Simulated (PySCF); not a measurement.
Stretching BrCl

Set-up: Br 6-31G(d,p), Cl 6-31G(d,p); no relativity (PySCF 2.14). Energies in eV from Br + Cl in their ground configurations at the same level. State: ¹Σ⁺ (singlet), closed shell.

All columns are r²SCAN. A positive dipole means Br(−)Cl(+).

| R (Å) | E (eV) | μ (D) | Mulliken charge on Br (basis-dependent) | HOMO (eV) | LUMO (eV) | Mayer bond order | ⟨S²⟩ |
| --- | --- | --- | --- | --- | --- | --- | --- |
| 1.854 | -0.899 | -0.16 | -0.01 | -6.68 | -1.82 | 0.96 | 0.00 |
| 1.940 | -1.655 | -0.30 | 0.01 | -6.92 | -2.69 | 0.96 | 0.00 |
| 2.027 | -2.071 | -0.41 | 0.03 | -7.13 | -3.49 | 0.96 | 0.00 |
| 2.091 | -2.224 | -0.49 | 0.05 | -7.27 | -4.04 | 0.97 | 0.00 |
| 2.156 | -2.278 | -0.56 | 0.06 | -7.40 | -4.55 | 0.97 | 0.00 |
| 2.221 | -2.259 | -0.62 | 0.06 | -7.51 | -5.01 | 0.98 | 0.00 |
| 2.307 | -2.150 | -0.69 | 0.07 | -7.65 | -5.55 | 0.98 | 0.00 |
| 2.415 | -1.929 | -0.76 | 0.08 | -7.80 | -6.14 | 0.99 | 0.00 |
| 2.544 | -1.599 | -0.83 | 0.08 | -7.94 | -6.72 | 1.00 | 0.00 |
| 2.717 | -1.126 | -0.89 | 0.08 | -8.09 | -7.32 | 1.00 | 0.00 |

A fit through these points gives, at Re = 2.168 Å, μ = -0.57 D and dμ/dR = -0.983 D/Å; the reduced mass is 24.23 u.

Problem. How strong is the fundamental in the double-harmonic approximation, I = 42.26·(dμ/dR)²/μred km/mol?

Solution. I = 42.26·(-0.983)²/24.23 = 1.69 km/mol at r²SCAN.
